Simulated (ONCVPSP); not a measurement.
**Sc (Z = 21) ONCV: all-electron and pseudo phase curves**

ONCVPSP 4.0.1 input, shortened (lines: element, Z, core and valence counts, functional; n l f; lmax; l rc ep ncon nbas qcut; lloc lpopt rc5 dvloc0; l nproj debl; icmod fcfact rcfact), PBEsol, scalar-relativistic:

```
  Sc 21.00    3    4  -116133      upf
    1    0    2.00
    2    0    2.00
    2    1    6.00
    3    0    2.00
    3    1    6.00
    3    2    1.00
    4    0    1.50
    2
    0    1.95    0.00    4    8    5.60
    1    1.45    0.00    4    8   12.10
    2    2.55    0.00    4    8    5.90
    4    5    1.35   -1.00
    0    2    2.30
    1    1    1.30
    2    2    2.80
    3    3.75    1.10
```

The phase is arctan(r·R′/R) of the radial function R(r), unwrapped; energies in Ha, scanned from -4 to 5 Ha. A pole is an energy at which the radial function vanishes at the test radius. The pseudo phase is shifted by a multiple of π to meet the all-electron one at the reference energy, and phase errors are pseudo minus all-electron; the curves can meet again beyond the range given. Levels narrower than the energy grid can be missing from the lists of poles.

**Question.** For each channel, where are the poles, and over which energies does the pseudopotential scatter like the atom?

**Answer.**

```json
{"channel": "s", "radius (bohr)": "1.98", "reference energy (Ha)": "-0.25", "poles, all-electron": "-1.96, 3.65", "poles, pseudo": "-1.96, 3.46", "unbroken range about the reference energy with phases within 0.05 rad": "below 4.4", "phase error 1 Ha above the reference energy (rad)": "-0.003"}
{"channel": "p", "radius (bohr)": "1.47", "reference energy (Ha)": "-1.35", "poles, all-electron": "-0.09", "poles, pseudo": "-0.10", "unbroken range about the reference energy with phases within 0.05 rad": "below 2.1", "phase error 1 Ha above the reference energy (rad)": "-0.002"}
{"channel": "d", "radius (bohr)": "2.60", "reference energy (Ha)": "-0.24", "poles, all-electron": "-0.06, 2.32", "poles, pseudo": "-0.06, 2.33", "unbroken range about the reference energy with phases within 0.05 rad": "below 0.5", "phase error 1 Ha above the reference energy (rad)": "+0.099"}
```

Phases in the d channel:

```csv
E (Ha),all-electron,pseudo
-3.98,1.410,1.410
-3.50,1.397,1.397
-3.02,1.381,1.381
-2.54,1.359,1.359
-2.06,1.328,1.329
-1.58,1.280,1.280
-1.10,1.185,1.185
-0.62,0.845,0.849
-0.14,-1.428,-1.427
0.34,-2.020,-2.002
0.82,-3.540,-3.449
1.30,-4.408,-4.394
1.78,-4.603,-4.600
2.26,-4.702,-4.701
2.74,-4.784,-4.784
3.22,-4.901,-4.894
3.70,-5.275,-5.173
4.18,-7.188,-6.745
4.66,-7.630,-7.527
```
